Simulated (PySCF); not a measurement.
A structure optimised at PBE0-D3(BJ)/def2-SVP, used in a PySCF frequency run:

```xyz
9

C      2.6672     1.2521     0.0000
C      1.4923     0.9506     0.0000
C      0.1249     0.5780     0.0000
Br    -0.2331    -1.3005     0.0000
C     -0.8849     1.4202     0.0000
C     -1.8847     2.2576     0.0000
H      3.7070     1.5229     0.0000
H     -2.3195     2.6225     0.9377
H     -2.3195     2.6225    -0.9377
```

Problem. Write its SMILES, formula and point group.

Solution. C#CC(Br)=C=C, C₅H₃Br, Cs

Problem. What are its rotational constants (standard atomic weights)?

Solution. 2.6036, 1.8667, 1.0956 GHz
